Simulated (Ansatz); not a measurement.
Reaction (ligand exchange at the Si–S bond): `SS[SiH2]Cl` + `C[SeH]` → `C[Se][SiH2]Cl` + `SS`

Isolated molecules relaxed with PBE0-D4/def2-TZVP in Ansatz; ΔE leaves out vibrations. CCSD(T)/CBS adds triple-zeta CCSD(T) − MP2 to the extrapolated MP2 energy (def2 sets, frozen cores). This one scheme is used for every species. Functionals use def2-TZVPP. B3LYP here is the variant with VWN-RPA as its local correlation; programs differ in this. HSE06 is defined as in plane-wave codes. For Se outer-core shells are correlated without core-valence functions, which leaves a few kJ/mol of doubt a bond. Scalar relativity is left out up to krypton. Each species was taken in one conformer, which may not be the lowest.

`SS[SiH2]Cl`:

Cartesian coordinates in Å:
```
S 0.085 -0.910 1.994
S 1.395 -0.006 0.679
Si 0.095 0.061 -1.005
Cl -1.469 1.352 -0.695
H -0.532 0.205 2.427
H 0.904 0.572 -2.136
H -0.478 -1.275 -1.265
```

`C[SeH]`:

Cartesian coordinates in Å:
```
C 0.457 0.049 -0.295
Se -1.471 0.034 -0.013
H 0.923 0.835 0.293
H 0.603 0.257 -1.354
H 0.886 -0.922 -0.057
H -1.397 -0.253 1.425
```

`C[Se][SiH2]Cl`:

Cartesian coordinates in Å:
```
C 0.533 -0.449 -1.445
Se 1.270 0.743 -0.076
Si -0.457 0.587 1.357
Cl -0.694 -1.322 2.097
H 1.267 -0.480 -2.248
H -0.408 -0.053 -1.822
H 0.396 -1.446 -1.033
H -0.170 1.502 2.483
H -1.736 0.918 0.686
```

`SS`:

Cartesian coordinates in Å:
```
S 0.539 0.971 0.180
S -0.702 -0.309 -0.823
H 0.092 0.748 1.431
H 0.072 -1.410 -0.788
```

Question: Is it downhill or uphill in electronic energy at CCSD(T)/CBS, and by how much? (Estimate.)

Answer: Computed: Downhill: ΔE = -1.2 kcal/mol.

Question: What do these levels give: PBE-D4, B3LYP-D4, HSE06-D4, ωB97X-V, PBE0, BHLYP, CAM-B3LYP, HF/def2-SVP, CCSD/def2-SVP, HF/def2-TZVPP, MP2/def2-TZVPP, CCSD/CBS(def2)? (Estimate.)

Answer: Ansatz gave: PBE-D4 -0.8, B3LYP-D4 -0.7, HSE06-D4 -1.0, ωB97X-V -0.8, PBE0 -1.2, BHLYP -1.1, CAM-B3LYP -0.8, HF/def2-SVP -0.8, CCSD/def2-SVP -0.3, HF/def2-TZVPP -1.3, MP2/def2-TZVPP -0.7, CCSD/CBS(def2) -1.4 kcal/mol.

Largest T1 diagnostic among the species: 0.011.

Leaving LDA and LC-ωPBE aside and taking each functional with its dispersion term where it has one, the values, not all of them listed here, spread over 1.0 kcal/mol, from HSE06-D4 to B97M-V. At CCSD(T), def2-SVP lies +1.0 kcal/mol from the extrapolated value and def2-TZVPP +0.4 kcal/mol.
